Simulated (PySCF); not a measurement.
# Electron correlation in B⁺ (boron, charge +1)

[He] 2p2, high-spin 3P determinant (an excited configuration). All numbers are calculated (PySCF 2.14, scalar relativity by spin-free X2C-1e, in x2c-TZVPPall (5s3p2d1f, 31 functions)). Frozen: nothing; 4 electrons correlated.

MP2 pair energies summed by pair of shells (mhartree):

```json
{"pair": "1s-1s", "energy": "-13.53", "share (%)": "60.1"}
{"pair": "2p-2p", "energy": "-6.58", "share (%)": "29.2"}
{"pair": "1s-2p", "energy": "-2.40", "share (%)": "10.7"}
```

Total MP2 correlation energy: -22.51 mhartree.

Same-spin part -7.66 and opposite-spin part -14.85 mhartree; SCS-MP2 scales them by 1/3 and 6/5 to -20.38 mhartree.

This basis was not built for core-valence correlation, so the inner-shell part is incomplete.
